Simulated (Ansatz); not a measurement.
Results of the Gaussian-basis code of Ansatz.

A structure relaxed at PBE0-D4/def2-TZVP, charge 0, multiplicity 1:

```
atom   x (Å)   y (Å)   z (Å)
 Si1  -1.128   0.393   0.216
 Si2   1.054  -0.410  -0.012
 Br3   1.670  -0.168  -2.143
  H4  -1.572   0.248   1.629
  H5  -2.033  -0.385  -0.667
  H6  -1.168   1.828  -0.168
  H7   2.021   0.347   0.822
  H8   1.156  -1.853   0.322
```

Give its formula and SMILES.

BrH5Si2, `[SiH3][SiH2]Br`.

Point group (tolerance 0.08 Å, 0.16 Å for H)?

Cs.

Summarise the bond lengths by kind.

1 × Si–Si 2.336 Å; 5 × H–Si 1.485 to 1.488 Å; 1 × Br–Si 2.231 Å.
